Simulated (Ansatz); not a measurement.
Barrier from R1 to the saddle point P1, each structure at its B3LYP-D3(BJ)/def2-TZVP stationary point, reached from a drawn start; harmonic modes at that level show the others as minima.
R1, NH3 (SMILES N) (charge 0, multiplicity 1):
```
atom    x (Å)    y (Å)    z (Å)
----  -------  -------  -------
N      0.0000   0.0000   0.2791
H      0.9428   0.0000  -0.0931
H     -0.4714   0.8165  -0.0931
H     -0.4714  -0.8165  -0.0931
```
P1, H3N, a first-order saddle point (one imaginary mode, 800i cm⁻¹) (charge 0, multiplicity 1):
```tsv
atom	x (Å)	y (Å)	z (Å)
N	0.0000	0.0000	0.0000
H	0.9974	0.0000	0.0000
H	-0.4987	0.8638	0.0000
H	-0.4987	-0.8638	0.0000
```

P less R. No zero-point or thermal terms. No path was followed down from the saddle.

Correlated levels freeze the cores. CBS: X⁻³ extrapolation of the correlation energy, Hartree–Fock from the larger set.

Codes used: Ansatz (a quantum-chemistry and plane-wave program). Each number belongs to the level named beside it.

Task: What barrier height does CCSD(T)/CBS(cc-pVTZ, cc-pVQZ) give?

Result: 242 meV

Task: What is the computed barrier height (CCSD(T)/cc-pVTZ)?

Result: 274 meV

Task: Estimate the barrier height that CCSD/cc-pVQZ returns for this input.

Result: 243 meV
